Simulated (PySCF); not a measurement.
CH₅Br₂NSi, SMILES C[Si](N)(Br)Br.

Geometry optimised at PBE-D3(BJ)/def2-SVP. A frequency run showed that this geometry is not a minimum. This is a generated structure with no PubChem entry under its InChIKey; it may be hypothetical. One conformer was computed; it need not be the lowest.

The numbers are results of PBE-D3(BJ)/def2-SVP run with PySCF 2.14.0, not measurements.

Frequencies are harmonic and unscaled.

```json
[
 {"mode": "1", "ν (cm⁻¹)": "152i", "IR (km/mol)": "5.7", "moving atoms (share of kinetic energy)": "H 76 %, N 19 %"},
 {"mode": "2", "ν (cm⁻¹)": "98", "IR (km/mol)": "0.2", "moving atoms (share of kinetic energy)": "Br 73 %, N 9 %, Si 8 %"},
 {"mode": "3", "ν (cm⁻¹)": "167", "IR (km/mol)": "0.8", "moving atoms (share of kinetic energy)": "C 41 %, H 41 %, Br 15 %"},
 {"mode": "4", "ν (cm⁻¹)": "173", "IR (km/mol)": "0.0", "moving atoms (share of kinetic energy)": "H 93 %"},
 {"mode": "5", "ν (cm⁻¹)": "195", "IR (km/mol)": "2.2", "moving atoms (share of kinetic energy)": "C 29 %, H 24 %, Br 19 %, Si 16 %, N 11 %"},
 {"mode": "6", "ν (cm⁻¹)": "220", "IR (km/mol)": "0.0", "moving atoms (share of kinetic energy)": "H 40 %, N 37 %, Br 19 %"},
 {"mode": "7", "ν (cm⁻¹)": "228", "IR (km/mol)": "7.9", "moving atoms (share of kinetic energy)": "N 41 %, Br 20 %, Si 18 %, H 13 %"},
 {"mode": "8", "ν (cm⁻¹)": "352", "IR (km/mol)": "6.3", "moving atoms (share of kinetic energy)": "Si 42 %, Br 24 %, H 14 %, C 11 %, N 10 %"},
 {"mode": "9", "ν (cm⁻¹)": "434", "IR (km/mol)": "112.9", "moving atoms (share of kinetic energy)": "Si 71 %, Br 18 %, H 11 %"},
 {"mode": "10", "ν (cm⁻¹)": "435", "IR (km/mol)": "216.6", "moving atoms (share of kinetic energy)": "H 75 %, N 18 %"},
 {"mode": "11", "ν (cm⁻¹)": "694", "IR (km/mol)": "59.9", "moving atoms (share of kinetic energy)": "C 40 %, Si 31 %, H 18 %, N 11 %"},
 {"mode": "12", "ν (cm⁻¹)": "749", "IR (km/mol)": "14.5", "moving atoms (share of kinetic energy)": "H 80 %, C 16 %"},
 {"mode": "13", "ν (cm⁻¹)": "775", "IR (km/mol)": "35.3", "moving atoms (share of kinetic energy)": "H 69 %, C 21 %"},
 {"mode": "14", "ν (cm⁻¹)": "838", "IR (km/mol)": "136.2", "moving atoms (share of kinetic energy)": "H 72 %, N 12 %, Si 11 %"},
 {"mode": "15", "ν (cm⁻¹)": "868", "IR (km/mol)": "96.9", "moving atoms (share of kinetic energy)": "Si 44 %, N 37 %, H 16 %"},
 {"mode": "16", "ν (cm⁻¹)": "1215", "IR (km/mol)": "22.1", "moving atoms (share of kinetic energy)": "H 77 %, C 22 %"},
 {"mode": "17", "ν (cm⁻¹)": "1369", "IR (km/mol)": "6.2", "moving atoms (share of kinetic energy)": "H 96 %"},
 {"mode": "18", "ν (cm⁻¹)": "1373", "IR (km/mol)": "1.6", "moving atoms (share of kinetic energy)": "H 96 %"},
 {"mode": "19", "ν (cm⁻¹)": "1482", "IR (km/mol)": "52.0", "moving atoms (share of kinetic energy)": "H 90 %, N 10 %"},
 {"mode": "20", "ν (cm⁻¹)": "2981", "IR (km/mol)": "0.2", "moving atoms (share of kinetic energy)": "H 97 %"},
 {"mode": "21", "ν (cm⁻¹)": "3086", "IR (km/mol)": "0.7", "moving atoms (share of kinetic energy)": "H 91 %, C 9 %"},
 {"mode": "22", "ν (cm⁻¹)": "3098", "IR (km/mol)": "0.3", "moving atoms (share of kinetic energy)": "H 91 %, C 9 %"},
 {"mode": "23", "ν (cm⁻¹)": "3482", "IR (km/mol)": "39.5", "moving atoms (share of kinetic energy)": "H 96 %"},
 {"mode": "24", "ν (cm⁻¹)": "3579", "IR (km/mol)": "36.6", "moving atoms (share of kinetic energy)": "H 91 %, N 9 %"}
]
```
